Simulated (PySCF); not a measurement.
# How far are cheaper levels from CCSD(T)/CBS for SbO⁺?

PySCF; the state is a singlet (closed shell). The composite is CCSD(T) extrapolated to the basis-set limit from two correlation-consistent sets, with core-valence (CV) and scalar-relativistic (SR) terms as its label shows; it has no spin–orbit coupling and nothing beyond (T). Here it is CCSD(T)/CBS(DT)+CV. It gives Re = 1.770 Å, ωe = 923 cm⁻¹ and De = 5.40 eV to Sb⁺ + O.

```
      level        basis                           relativity  Re (Å)  ωe (cm⁻¹)  De (eV)
   RHF-CCSD  def2-TZVPPD  scalar-relativistic core potentials   1.755        996     4.59
RHF-CCSD(T)  def2-TZVPPD  scalar-relativistic core potentials   1.780        910     5.19
        PBE  def2-TZVPPD  scalar-relativistic core potentials   1.784        916     5.89
     revPBE  def2-TZVPPD  scalar-relativistic core potentials   1.788        908     5.53
     r²SCAN  def2-TZVPPD  scalar-relativistic core potentials   1.765        964     5.31
    r²SCAN0  def2-TZVPPD  scalar-relativistic core potentials   1.743       1024     4.53
      B97-3  def2-TZVPPD  scalar-relativistic core potentials   1.756        993     5.06
        M06  def2-TZVPPD  scalar-relativistic core potentials   1.760        986     5.49
    ωB97X-V  def2-TZVPPD  scalar-relativistic core potentials   1.744       1034     5.10
     B2PLYP  def2-TZVPPD  scalar-relativistic core potentials   1.792        864     5.50
```

Problem. Give the difference of each row from the composite.

Solution. 

```json
{"level": "RHF-CCSD", "basis": "def2-TZVPPD", "ΔRe (pm)": "-1.5", "Δωe (%)": "+7.9", "ΔDe (eV)": "-0.81"}
{"level": "RHF-CCSD(T)", "basis": "def2-TZVPPD", "ΔRe (pm)": "+1.0", "Δωe (%)": "-1.4", "ΔDe (eV)": "-0.21"}
{"level": "PBE", "basis": "def2-TZVPPD", "ΔRe (pm)": "+1.4", "Δωe (%)": "-0.8", "ΔDe (eV)": "+0.49"}
{"level": "revPBE", "basis": "def2-TZVPPD", "ΔRe (pm)": "+1.8", "Δωe (%)": "-1.6", "ΔDe (eV)": "+0.13"}
{"level": "r²SCAN", "basis": "def2-TZVPPD", "ΔRe (pm)": "-0.5", "Δωe (%)": "+4.4", "ΔDe (eV)": "-0.09"}
{"level": "r²SCAN0", "basis": "def2-TZVPPD", "ΔRe (pm)": "-2.7", "Δωe (%)": "+10.9", "ΔDe (eV)": "-0.87"}
{"level": "B97-3", "basis": "def2-TZVPPD", "ΔRe (pm)": "-1.4", "Δωe (%)": "+7.6", "ΔDe (eV)": "-0.34"}
{"level": "M06", "basis": "def2-TZVPPD", "ΔRe (pm)": "-1.0", "Δωe (%)": "+6.8", "ΔDe (eV)": "+0.09"}
{"level": "ωB97X-V", "basis": "def2-TZVPPD", "ΔRe (pm)": "-2.6", "Δωe (%)": "+12.0", "ΔDe (eV)": "-0.30"}
{"level": "B2PLYP", "basis": "def2-TZVPPD", "ΔRe (pm)": "+2.2", "Δωe (%)": "-6.4", "ΔDe (eV)": "+0.10"}
```

Problem. Which rows come closest in De?

Solution. r²SCAN in def2-TZVPPD (-0.09 eV); M06 in def2-TZVPPD (+0.09 eV); B2PLYP in def2-TZVPPD (+0.10 eV), counted from the composite.

Correlated steps freeze 5 core orbitals. Spin–orbit coupling is left out, which matters for elements this heavy, above all for dissociation energies. For an ion De counts to the pair picked by the measured ionisation energies or electron affinities, which need not be the lowest pair at this level. Where the molecule has an RHF reference, its open-shell atoms are computed with UHF. B2PLYP dipoles, levels and charges come from its SCF part alone. The CCSD T1 diagnostic is raised in SbO⁺, a sign that a single reference may not be enough there.
